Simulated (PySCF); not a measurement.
## Exercise with solution: chemical shift, span and skew from a shielding tensor

CH₇GaN₂, SMILES [CH3][Ga]([NH2])[NH2]. Atoms are numbered in the order given.

```xyz
11

Ga     0.0011     0.0025     0.0021
C     -1.4084    -1.3443    -0.2622
H     -1.1286    -2.0332    -1.0760
H     -2.3630    -0.8679    -0.5347
H     -1.5639    -1.9421     0.6493
N      0.0059     1.5941    -0.8948
H     -0.6341     1.8038    -1.6547
H      0.7745     2.2578    -0.8737
N      1.3949    -0.2581     1.1533
H      2.0920     0.4465     1.3751
H      1.4335    -1.0286     1.8133
```

The structure is a stationary point at TPSSh-D3(BJ)/def2-SVP. The structure was generated by enumeration; whether it is a known compound was not checked. One conformer was computed; it need not be the lowest.

GIAO shieldings from HF/pcSseg-1 (PySCF), non-relativistic, no solvent. The symmetric part of the tensor of N6 has the principal values 240.7, 246.5, 283.4 ppm. The same nucleus in NH3 has σ = 267.3 ppm at this level (PySCF, at its B3LYP-D3(BJ)/def2-TZVP geometry).

Q: Work out the isotropic shielding, the ¹⁵N shift against NH3, the span and the skew.

A: 
σ(iso) = (σ11 + σ22 + σ33)/3 = 256.9 ppm. δ = σ(ref) − σ(iso) = 267.3 − (256.9) = 10.4 ppm.
Span Ω = σ33 − σ11 = 42.7 ppm. Skew κ = 3(σ(iso) − σ22)/Ω = 0.73. Tumbling in solution averages the tensor to δ; in a static solid the shielding alone would spread this spin-1/2 line over Ω.
